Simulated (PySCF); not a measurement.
One of the candidates below gave these computed data.

All candidates are C5H5NO.

* UV, first state: lowest singlet excitation: 5.33 eV (232 nm, f = 0.000) [TDDFT CAM-B3LYP/def2-SVPD]
* Polarisability: 66.1 au [CAM-B3LYP/def2-SVPD]
* Triplet: lowest triplet excitation (Tamm–Dancoff): 4.32 eV [TDA CAM-B3LYP/def2-SVPD]
* UV, strongest line: among the 8 lowest singlet transitions: S7 at 7.18 eV (173 nm, f = 0.476) [TDDFT CAM-B3LYP/def2-SVPD]
* Rotational structure: rotational constants A, B, C: 6.060, 2.664, 1.850 GHz [GFN2-xTB]
* Dipole: 2.64 D [CAM-B3LYP/def2-SVPD]

The electronic properties come from PySCF, for the isolated species, density fitting. Levels stand in brackets. Isolated species at its GFN2-xTB geometry (one conformer only).

Problem. Which candidate is it?
A. `[O-][n+]1ccccc1`
B. `Oc1ccncc1`
C. `C=C=C=CC(N)=O`

Solution. B. It is `Oc1ccncc1`. Numbering: `[OH:1][c:2]1[cH:3][cH:4][n:5][cH:6][cH:7]1`. Its formula, C5H5NO, gives 4 degrees of unsaturation: 1 ring and 3 π bonds in the structure found (Kekulé form). The optimised geometry has point group Cs and is an asymmetric top.

The others, at the same levels:
- `[O-][n+]1ccccc1` fails: its computed lowest singlet excitation is 4.48 eV (277 nm, f = 0.000) (against 5.33 eV), lowest triplet excitation (Tamm–Dancoff) is 2.68 eV (against 4.32 eV) and static isotropic polarisability is 71.0 au (against 66.1 au).
- `C=C=C=CC(N)=O` fails: its computed lowest singlet excitation is 3.74 eV (332 nm, f = 0.000) (against 5.33 eV), lowest triplet excitation (Tamm–Dancoff) is 2.55 eV (against 4.32 eV) and strongest line among the 8 lowest singlet transitions is S3 at 5.00 eV (248 nm, f = 0.423) (against S7 at 7.18 eV).

Each candidate is one conformer, not necessarily the lowest. Dipoles, sizes and rotational constants follow the conformer. The torsions of the flexible species, by atom-mapped SMILES:
- `[OH:1][c:2]1[cH:3][cH:4][n:5][cH:6][cH:7]1`: H–O1–C2–C3 180°
- `[CH2:1]=[C:2]=[C:3]=[CH:4][C:5]([NH2:6])=[O:7]`: C3–C4–C5–N6 0°, H–N6–C5–C4 180°, H–N6–C5–C4 0°
